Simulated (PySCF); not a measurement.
Pb²⁺ (lead, charge +2) across methods

[Xe] 4f14 5d10 6s2, closed-shell 1S. All numbers are calculated (PySCF 2.14, a scalar-relativistic core potential, in aug-cc-pVQZ-PP with one added diffuse shell each of s, p, d, f, g type with ECP60MDF (8s8p6d4f3g, 117 functions)). The B2PLYP total includes its PT2 part (frozen core); its orbital energies are those of the SCF part.

```json
{"method": "UHF", "E (hartree)": "-191.10954", "mean ε 5p (eV)": "-121.67", "mean ε 5d (eV)": "-45.914", "mean ε 6s (eV)": "-30.101", "Σ⟨r²⟩ (bohr²)": "38.79", "⟨S²⟩": "0.000"}
{"method": "B2PLYP", "E (hartree)": "-191.7594", "mean ε 5p (eV)": "-113.47", "mean ε 5d (eV)": "-42.272", "mean ε 6s (eV)": "-29.076", "Σ⟨r²⟩ (bohr²)": "38.69", "⟨S²⟩": "0.000"}
{"method": "PBE0", "E (hartree)": "-192.0751", "mean ε 5p (eV)": "-108.47", "mean ε 5d (eV)": "-40.123", "mean ε 6s (eV)": "-28.329", "Σ⟨r²⟩ (bohr²)": "38.53", "⟨S²⟩": "0.000"}
{"method": "LDA", "E (hartree)": "-191.7949", "mean ε 5p (eV)": "-103.62", "mean ε 5d (eV)": "-37.933", "mean ε 6s (eV)": "-27.830", "Σ⟨r²⟩ (bohr²)": "38.65", "⟨S²⟩": "0.000"}
{"method": "BLYP", "E (hartree)": "-192.0610", "mean ε 5p (eV)": "-103.67", "mean ε 5d (eV)": "-37.659", "mean ε 6s (eV)": "-27.353", "Σ⟨r²⟩ (bohr²)": "38.69", "⟨S²⟩": "0.000"}
{"method": "TPSSh", "E (hartree)": "-192.0194", "mean ε 5p (eV)": "-106.07", "mean ε 5d (eV)": "-38.779", "mean ε 6s (eV)": "-27.647", "Σ⟨r²⟩ (bohr²)": "38.53", "⟨S²⟩": "0.000"}
{"method": "PBE", "E (hartree)": "-192.1054", "mean ε 5p (eV)": "-103.70", "mean ε 5d (eV)": "-37.815", "mean ε 6s (eV)": "-27.385", "Σ⟨r²⟩ (bohr²)": "38.57", "⟨S²⟩": "0.000"}
{"method": "r2SCAN", "E (hartree)": "-192.1582", "mean ε 5p (eV)": "-106.12", "mean ε 5d (eV)": "-38.518", "mean ε 6s (eV)": "-27.576", "Σ⟨r²⟩ (bohr²)": "38.41", "⟨S²⟩": "0.000"}
```

Energies and moments cover only the electrons outside the core potential. Spin-orbit coupling, which splits the p, d and f shells strongly at this Z, is absent.
